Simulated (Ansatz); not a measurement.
H2MgS (SMILES [MgH][SH]) moved off its minimum; all values from Ansatz (an electronic-structure program), cores frozen in correlated methods.
(charge 0, multiplicity 1)
```xyz
4

Mg    -0.71328    -0.55115    -0.87981
H     -1.66149    -1.20254    -2.13890
S      0.43672     0.43445     0.63944
H      0.77732    -0.53324     1.37825
```

### Question
Give the forces (eV/Å), the total energy and the dipole at CCSD(T)/def2-TZVPPD.

### Answer

| atom | Fx | Fy | Fz |
|---|---|---|---|
| Mg1 | -1.231 | -1.080 | -1.602 |
| H2 | 0.029 | 0.003 | 0.032 |
| S3 | 0.598 | 2.995 | 0.213 |
| H4 | 0.605 | -1.918 | 1.358 |
Energy -598.5983 hartree, dipole 1.00 D.
